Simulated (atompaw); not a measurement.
# Logarithmic derivatives: Ti (Z = 22), PAW (atompaw)

titanium, PAW, made with atompaw 4.2.0.5 (PBEsol, scalar-relativistic). Core [Ar], reference 3d2 4s2 4p0. Waves: 4s (bound): rc 3.00 bohr; 4s channel at 1.55 Ry: rc 3.00 bohr; 4p (bound, empty): rc 3.00 bohr; 4p channel at 2.15 Ry: rc 3.00 bohr; 3d (bound): rc 3.00 bohr; 3d channel at 2.15 Ry: rc 1.20 bohr. Local part: bessel scheme, radius 2.45 bohr. Core correction: smooth core density matched at 2.00 bohr. Augmentation charge: gaussian compensation charge, radius 2.40 bohr; PAW radius 3.00 bohr; waves and projectors: custom rrkj gramschmidtortho.

The phase is arctan(r·u′/u) with u = r·R(r), unwrapped; energies in Ry, scanned from -2 to 5 Ry. A pole is an energy at which the radial function vanishes at the test radius. The pseudo phase is shifted by a multiple of π to meet the all-electron one at the reference energy, and phase errors are pseudo minus all-electron; the curves can meet again beyond the range given. Levels narrower than the energy grid can be missing from the lists of poles.

| channel | radius (bohr) | reference energy (Ry) | poles, all-electron | poles, pseudo | unbroken range about the reference energy with phases within 0.05 rad | phase error 1 Ry above the reference energy (rad) |
| --- | --- | --- | --- | --- | --- | --- |
| s | 3.02 | -0.33 | 1.20 | 1.20, 4.90 | below 3.3 | -0.000 |
| p | 3.02 | -0.11 | 1.96 | 1.96 | below 3.7 | -0.002 |
| d | 3.02 | -0.31 | -0.16, 3.24 | -0.16, 3.29 | below 4.6 | +0.015 |

Phases in the s channel:

| E (Ry) | all-electron | pseudo |
| --- | --- | --- |
| -2.00 | 1.278 | 1.278 |
| -1.52 | 1.206 | 1.205 |
| -1.04 | 1.052 | 1.051 |
| -0.56 | 0.541 | 0.540 |
| -0.08 | -0.847 | -0.847 |
| 0.40 | -1.350 | -1.350 |
| 0.88 | -1.510 | -1.510 |
| 1.36 | -1.597 | -1.597 |
| 1.84 | -1.663 | -1.663 |
| 2.32 | -1.731 | -1.732 |
| 2.80 | -1.825 | -1.832 |
| 3.28 | -2.012 | -2.060 |
| 3.76 | -2.628 | -3.156 |
| 4.24 | -3.945 | -4.356 |
| 4.72 | -4.376 | -4.635 |
